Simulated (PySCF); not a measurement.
# Radial density of Ir⁶⁷⁺ (iridium, charge +67)

UHF, [Ne], closed-shell 1S. Calculation: PySCF 2.14, in an uncontracted even-tempered set (18 s from 47 bohr⁻², ratio 2.2; 13 p from 61 bohr⁻², ratio 2.2; 5 d from 240 bohr⁻², ratio 2.4; 5 f from 360 bohr⁻², ratio 2.4; 4 g from 540 bohr⁻², ratio 2.4); scalar relativity by spin-free X2C-1e.

```tsv
r (bohr)	4πr²ρ (e/bohr)
0.0147	99.07
0.0247	82.81
0.0416	107.7
0.0700	99.02
0.118	22.19
0.198	0.4506
0.333	0.0001929
```

Densities and radii are taken from the X2C orbitals without a picture-change correction, which distorts them close to the nucleus.

Spin-orbit coupling, which splits the p, d and f shells strongly at this Z, is absent.
